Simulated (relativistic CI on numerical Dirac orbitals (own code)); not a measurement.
**d5 in a ligand field**

Computed with a parametric ligand-field model of a d^n configuration (Racah B and C, spin-orbit zeta, crystal field), exact diagonalisation.

Field parameters in Wybourne normalisation: Oh B⁴₀ = 21Dq, B⁴₄ = √(5/14) B⁴₀. The field is a parameter set, without covalency.

B = 800 cm⁻¹, C = 4100 cm⁻¹ (C/B = 5.12), Oh, no spin-orbit coupling. Tanabe-Sugano data, E/B above the lowest term (Δ = |10Dq|; b, c mark the second and third term of a kind):

```csv
Δ/B,6A1,4T1,4T2,4T2(b),2T2,2A2
1.0,0.00,35.51,35.61,42.59,51.85,51.91
5.0,0.00,33.33,35.11,41.82,48.35,50.15
9.0,0.00,30.01,33.78,40.70,42.07,47.13
13.0,0.00,26.36,31.52,39.87,34.98,43.64
17.0,0.00,22.59,28.57,39.40,27.61,39.94
21.0,0.00,18.75,25.22,39.15,20.08,36.14
25.0,0.00,14.87,21.66,38.99,12.46,32.29
29.0,0.00,10.96,17.97,38.90,4.77,28.39
33.0,2.96,10.00,17.16,41.80,0.00,27.44
37.0,10.74,13.83,21.12,49.53,0.00,31.28
41.0,18.54,17.69,25.06,57.30,0.00,35.14
45.0,26.37,21.56,29.00,65.11,0.00,39.01
```

The ground term changes from 6A1 to 2T2 between Δ/B = 29.0 and 33.0.
